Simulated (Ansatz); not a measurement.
Cu3Cl6⁺. Total charge 1; singlet. Geometry r2SCAN-D4/def2-SVP.

Cartesian coordinates in Å:
```
Cu -1.401 -0.101 -0.767
Cu 0.558 -0.928 -2.343
Cu -0.088 0.844 1.472
Cl 1.440 -1.929 -3.958
Cl 0.780 1.238 4.745
Cl -2.244 0.782 1.069
Cl 1.669 1.014 2.875
Cl 0.858 0.639 -0.704
Cl -1.572 -1.558 -2.390
```

LC-ωPBE has ω = 0.4 bohr⁻¹. At PBE-D4/def2-SVP the restricted singlet is unstable: a solution with broken spin symmetry lies lower. The restricted singlet is unstable towards broken spin symmetry at other levels; at r2SCAN-D4/def2-TZVP, PBE0-D4/def2-SVP, BHLYP-D4/def2-TZVP, LC-ωPBE/def2-TZVP this wasn't settled. In the singlet, Cl5 and Cl7 lie 2.08 Å apart (atoms count from 1), so these atoms are partly bonded to each other. Another isomer (singlet) lies 0.46 eV lower at PBE0-D4/def2-TZVP; other spin states weren't run for this one.

(1) Estimate the orbital energies around the gap (eV) in Ansatz with PBE-D4/def2-SVP, r2SCAN-D4/def2-TZVP, PBE0-D4/def2-SVP, BHLYP-D4/def2-TZVP, LC-ωPBE/def2-TZVP.

Results:

(1) 
| orbital | PBE-D4/def2-SVP | r2SCAN-D4/def2-TZVP | PBE0-D4/def2-SVP | BHLYP-D4/def2-TZVP | LC-ωPBE/def2-TZVP |
| --- | --- | --- | --- | --- | --- |
| HOMO−9 | -11.89 | -12.37 | -13.66 | -15.10 | -16.46 |
| HOMO−8 | -11.69 | -12.12 | -13.44 | -14.99 | -16.12 |
| HOMO−7 | -11.60 | -12.04 | -13.35 | -14.91 | -15.98 |
| HOMO−6 | -11.54 | -12.01 | -13.23 | -14.62 | -15.86 |
| HOMO−5 | -11.48 | -11.90 | -13.07 | -14.45 | -15.74 |
| HOMO−4 | -11.29 | -11.69 | -12.83 | -14.39 | -15.67 |
| HOMO−3 | -11.19 | -11.61 | -12.75 | -14.11 | -15.38 |
| HOMO−2 | -11.08 | -11.51 | -12.71 | -13.98 | -15.08 |
| HOMO−1 | -10.88 | -11.34 | -12.64 | -13.91 | -15.04 |
| HOMO | -10.80 | -11.17 | -12.00 | -13.13 | -14.22 |
| LUMO | -10.69 | -10.95 | -10.72 | -10.47 | -9.55 |
| LUMO+1 | -9.41 | -9.41 | -8.40 | -6.94 | -5.72 |
| LUMO+2 | -6.21 | -6.05 | -5.22 | -4.37 | -3.12 |
| LUMO+3 | -5.11 | -5.12 | -3.97 | -3.11 | -1.95 |
| LUMO+4 | -4.72 | -4.76 | -3.74 | -3.10 | -1.83 |
| LUMO+5 | -4.12 | -4.27 | -3.11 | -2.44 | -1.36 |
